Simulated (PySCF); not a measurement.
Molecule: sum formula InO3H3, net charge -1, doublet state. 
Coordinates optimised at B3LYP-D3(BJ)/def2-TZVP (Ansatz):
```
In
O 1 2.1099
H 2 0.9650 1 104.15
O 1 2.1099 2 104.65 3 8.19
H 4 0.9650 1 104.15 2 117.99
O 1 2.1099 2 104.65 3 117.99
H 6 0.9650 1 104.15 2 8.19
```
Charge -1, spin multiplicity 2.

Dispersion corrections to the total energy (kcal/mol) from the dftd3 and dftd4 libraries through PySCF: D3(BJ) without and D4 with the three-body term, each with the damping fitted for the functional named.

| functional | D3(BJ) | D4 |
|---|---|---|
| B2PLYP | -2.13 | -2.00 |
| CAM-B3LYP | -1.98 | -2.53 |
| TPSSh | -2.68 | ? |
| PBE0 | -2.01 | ? |
| BLYP | -5.01 | ? |
| PBE | -2.21 | -2.89 |
| PW6B95 | -1.40 | -2.55 |

Problem. Fill in the missing entries.

Solution. 
- TPSSh, D4: -3.49
- PBE0, D4: -2.46
- BLYP, D4: -6.17
